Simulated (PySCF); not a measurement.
# Reading the logs of faulty runs: AlCGeH6N

These are calculations, not measurements. They come from PySCF 2.14.0, an open-source quantum chemistry program, on an isolated molecule that a program drew, which may never have been made. The molecule is AlCGeH6N (charge 0, singlet), drawn as the SMILES string `[NH]=[GeH][CH2][AlH2]`.

Each row is a Hartree-Fock (HF) and frozen-core CCSD(T) single point in the cc-pV(D+d)Z basis, meant for a local HF minimum. Run 1 is clean. Each other run has one planted mistake out of seven kinds, and not every kind appears here: one electron removed, one electron added, multiplicity raised by two, geometry at a saddle point, minimal basis STO-3G, one bond length entered in bohr, all coordinates scaled. The reference is restricted for singlets and unrestricted otherwise, and also for a bond in bohr. Adding or removing an electron swaps singlet and doublet. Electrons count all cores. HOMO and LUMO are orbital energies over both spins, the gradient is its largest component, and the lowest frequency (negative if imaginary) is given only where the gradient is small. Bond lengths are over the 9 bonds as drawn. T1 is the CCSD diagnostic: over 0.02 (restricted) or 0.045 (unrestricted) a single reference is doubtful. Germanium has the cc-pVDZ-PP basis, with a core potential (ECP10MDF) in place of its 10 inner electrons, and its 3s, 3p and 3d shells are frozen in CCSD(T).

Geometry of the clean run:
```xyz
10
AlCGeH6N, angstrom
N    -1.1071    2.7019    0.8636
Ge   -0.9591    1.3100   -0.0748
C     0.3996   -0.0831   -0.0518
Al    0.1460   -1.4997    1.2978
H    -0.3384    2.8411    1.5051
H    -2.0854    1.0266   -1.0627
H     1.3636    0.4064    0.1217
H     0.4052   -0.5313   -1.0521
H     0.9817   -1.4578    2.6352
H    -0.8931   -2.6550    1.0155
```

| run | electrons | basis functions | <S^2> | HOMO (eV) | LUMO (eV) | gradient (hartree/bohr) | lowest frequency (cm^-1) | mean bond (Å) | longest bond (Å) | T1 | HF (hartree) | CCSD(T) (hartree) | mistake |
|---|---|---|---|---|---|---|---|---|---|---|---|---|---|
| 1 | 64 | 104 | 0.000 | -9.38 | 0.84 | 4.1e-05 | 37 | 1.4986 | 1.973 | 0.0183 | -631.03976 | -631.58367 | no fault |
| 2 | 64 | 104 | 0.000 | -9.57 | 0.96 | 3.9e-02 | - | 1.4462 | 1.904 | 0.0166 | -631.02726 | -631.56296 | all coordinates scaled |
| 3 | 65 | 104 | 0.833 | -0.06 | 6.25 | 2.3e-02 | - | 1.4986 | 1.973 | 0.0256 | -631.02535 | -631.58198 | one electron added |
| 4 | 64 | 104 | 2.026 | -5.97 | 0.42 | 1.2e-01 | - | 1.4986 | 1.973 | 0.0179 | -630.96855 | -631.46286 | multiplicity raised by two |
| 5 | 63 | 104 | 0.756 | -15.55 | -6.39 | 1.0e-01 | - | 1.4986 | 1.973 | 0.0310 | -630.77576 | -631.25927 | one electron removed |
| 6 | 64 | 104 | 0.900 | -8.32 | 0.47 | 2.0e-02 | - | 1.6069 | 2.069 | 0.0689 | -630.91542 | -631.45634 | ? |

**Which mistake was planted in run 6, and what did it cost?**

The mean bond changes by a factor of 1.072 and the longest by 1.049, so the molecule wasn't scaled as a whole. A length L in bohr read as angstrom grows by (1/0.5292 - 1) L = 0.890 L. The 9 bonds together grew by 9 x 0.1083 = 0.975 Å, which gives L = 1.096 Å. That is the length of one of the C-H bonds, 1.095 Å in the clean geometry. So the mistake is: one bond length entered in bohr. Subtracting run 1 and multiplying by 627.51 kcal/mol a hartree, the energy moved by 78.0 kcal/mol in HF and 79.9 kcal/mol in CCSD(T).

Cautions from the logs. Run 3: the added electron raises the CCSD(T) energy, so it isn't bound in this basis; run 6: T1 is over the limit, so its CCSD(T) energy is less reliable.
